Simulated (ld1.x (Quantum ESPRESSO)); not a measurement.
The numbers below are computed, except where a source is named.
Potentials for nitrogen compared

Generated with ld1.x 7.5 (TM, RRKJ, ultrasoft, PAW), atompaw 4.2 or ONCVPSP 4.0.1. The cutoff is in Ry: for ld1.x and atompaw files where the sum of valence levels is converged to 10 mRy in a Bessel basis, for ONCV files where the hardest occupied wave has 1 mHa per electron of residual kinetic energy. The error is the largest all-electron minus pseudo excitation energy over each file’s own four to seven test configurations (ionisations up to +4, promotions, holes and added fractions of an electron), all of which were solved. The labels leave out finer settings (local radius, basis sizes, second energies), which also bear on the numbers. Spin-polarised tests are not counted. The rows are a selection from randomly drawn settings: files with unsolved tests, undetermined cutoffs or missed reference levels are left out.

| potential | cutoff (Ry) | largest error (meV) | bound ghosts |
| --- | --- | --- | --- |
| TM, PW91, scalar-relativistic, rc 0.80/1.10/1.00 (spd), local smoothed, core correction yes, reference 2s2 2p1 | 90 | +79 | none |
| ultrasoft, LDA (PZ), non-relativistic, rc 0.85/1.45/1.45 (spd), local smoothed, core correction yes, reference 2s1 2p4 | 40 | +287 | none |
| TM semilocal, revPBE, non-relativistic, rc 0.95/1.20/1.15 (spd), local s, core correction no, reference 2s2 2p2.5 | 80 | +315 | none |
| PAW, PBEsol, scalar-relativistic, rc 0.75/1.15/1.05 (spd), local smoothed, core correction yes, reference 2s2 2p2 | 60 | -32 | none |
| TM, revPBE, scalar-relativistic, rc 1.10/1.50/1.55 (spd), local smoothed, core correction yes, reference 2s2 2p2 | 55 | +297 | none |
| TM, PBE, non-relativistic, rc 0.75/1.35/1.40 (spd), local p, core correction yes, reference 2s2 2p3 | 100 | +806 | none |

Q: Fill in the row for N: RRKJ, Wu–Cohen, scalar-relativistic, rc 0.75/1.60/1.60 (spd), local smoothed, core correction yes, reference 2s2 2p2.75.

A: cutoff 230 Ry, largest error +1372 meV, bound ghosts: none.

Q: Fill in the row for N: TM, PBE, scalar-relativistic, rc 0.80/1.65 (sp), local s, core correction yes, reference 2s2 2p1.

A: cutoff 60 Ry, largest error +291 meV, bound ghosts: none.
